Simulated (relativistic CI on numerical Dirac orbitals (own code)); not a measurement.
# Electric-dipole lines of Ta⁶¹⁺

Calculated at this level of theory: Dirac-Coulomb-Breit CI, separate exchange-only KLI orbitals for each configuration, QED by a radiative potential, unscaled Slater integrals (own radial code, finite nucleus).

CI space (outside the closed core [Ne]): 3s², 3s3p, 3p², 3s3d, 3d², 3p3d, 3p4s, 3d4s, 3s4s, 3s4p, 3s4d, 3s4f, 3s5s, 3s5p, 3s5d, 4s², 3s5f, 3s5g, 3s6s, 3s6p, 3s6d. Levels of other configurations are missing.

```csv
λ vac (Å),Lower,Upper,A (s⁻¹),log gf,S velocity/length
3.1851,3s3d ³D3 [11],3s5f ³F°4 [70],7.73e+13,0.02,0.98
3.8326,3s3p ³P°1 [3],3s4d ³D2 [45],8.25e+13,-0.04,0.98
4.2214,3s3p ³P°2 [5],3s4d ³D3 [46],1.09e+14,0.31,0.98
4.2726,3s3p ¹P°1 [6],3s4d ¹D2 [47],9.70e+13,0.12,0.98
4.4750,3s3d ³D1 [9],3s4f ³F°2 [48],1.91e+14,0.46,0.98
4.4914,3s3d ³D2 [10],3s4f ³F°3 [49],1.81e+14,0.58,0.98
4.5807,3s3d ³D3 [11],3s4f ³F°4 [50],2.21e+14,0.80,0.98
4.5984,3s3d ¹D2 [12],3s4f ¹F°3 [51],2.03e+14,0.65,0.98
9.7574,3s4d ³D2 [45],3s5f ³F°3 [69],3.51e+13,0.55,1.00
9.9609,3s4d ¹D2 [47],3s5f ¹F°3 [71],3.65e+13,0.58,1.00
9.9613,3s4d ³D3 [46],3s5f ³F°4 [70],3.83e+13,0.71,1.00
10.271,3s4f ³F°2 [48],3s5g ³G3 [72],5.93e+13,0.82,1.00
10.290,3s4f ³F°3 [49],3s5g ³G4 [73],6.00e+13,0.93,1.00
10.357,3s4f ³F°4 [50],3s5g ³G5 [74],6.38e+13,1.05,1.00
10.411,3s4f ¹F°3 [51],3s5g ¹G4 [75],6.10e+13,0.95,1.00
22.383,3s3p ³P°1 [3],3s3d ³D2 [10],2.40e+12,-0.05,1.02
23.867,3s² ¹S0 [1],3s3p ¹P°1 [6],2.33e+12,-0.22,1.01
24.620,3s3d ³D2 [10],3p3d ³F°3 [21],2.27e+12,0.16,1.01
25.084,3s3d ³D3 [11],3p3d ³F°4 [23],1.45e+12,0.09,1.00
25.184,3s3p ¹P°1 [6],3p² ³P2 [17],1.67e+12,-0.10,1.00
```

Terms are leading LS components. Brackets give the number of a level in order of energy, since labels repeat. The list gives strong lines, with weight on those to low levels. Levels whose partners in the same complex of configurations lie outside the list can be far off, and so can their lines. Rates are taken at the computed energies, electric ones in the length gauge. A velocity-to-length ratio far from 1 marks an uncertain rate.

At this charge energies of transitions that change n are usually good to better than 1 %, and those within a shell (Δn = 0) to a few per cent.

(1) From the table, what is the radiative lifetime of 3s5f ³F°4?

Results:

(1) The listed rates from this level add up to about 1.16e+14 s⁻¹, 100 % of its decay; with all channels τ = 8.64e-15 s.

LS names give the leading component of a level, which can be under half, so a name can repeat, a term be missing and a line seem to break the LS rules.
